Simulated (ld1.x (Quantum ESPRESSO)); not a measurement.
**Transferability test, TM potential for As (Z = 33)**

| Quantity | Value |
| --- | --- |
| Element | arsenic (As) |
| Generator | ld1.x (Quantum ESPRESSO) 7.5 |
| Type | norm-conserving Troullier–Martins (Kleinman–Bylander form) |
| Functional | PBE |
| Relativity | scalar-relativistic |
| Frozen core | [Ar] 3d10 |
| Valence charge | 5 |
| Reference configuration | 4s1.75 4p3.25 |
| Partial waves | 4s (bound): rc 1.50 bohr; 4p (bound): rc 1.60 bohr; 4d channel at -0.15 Ry: rc 1.70 bohr |
| Local potential | the d channel |
| Core correction | a·sin(br)/r model core inside 1.05 bohr |

Energies are relative to the spin-unpolarised reference configuration 4s1.75 4p3.25; without spin polarisation the order of configurations can differ from experiment. The frozen-core shift is the all-electron ΔE with the core orbitals held at their reference shape minus the fully relaxed ΔE.

(1) Give the all-electron excitation energy and the error of the potential for: 4s2 4p3; 4s2 4p2; 4s2 4p1; 4s1 4p4; 4s2 4p2.5; 4s0 4p5; 4s2 4p3.3.

Note: ghost states, extra bound levels that the all-electron valence spectrum of the same l lacks: s at -1028.2 eV, p at -408.2 eV. A true bound ghost makes a file unfit for plane-wave use.

Answers

(1)

| valence configuration | charge | ΔE all-electron (eV) | error AE − PS (meV) | frozen-core shift (meV) |
| --- | --- | --- | --- | --- |
| 4s2 4p3 | 0 | -2.332 | -0.2 | +0.4 |
| 4s2 4p2 | +1 | 6.817 | -2.3 | +2.7 |
| 4s2 4p1 | +2 | 24.735 | -13 | +29 |
| 4s1 4p4 | 0 | 7.085 | -5.4 | +4.7 |
| 4s2 4p2.5 | +0.5 | 1.223 | -0.7 | +0.5 |
| 4s0 4p5 | 0 | 16.724 | -31 | +24 |
| 4s2 4p3.3 | -0.3 | -3.566 | -0.3 | +0.6 |
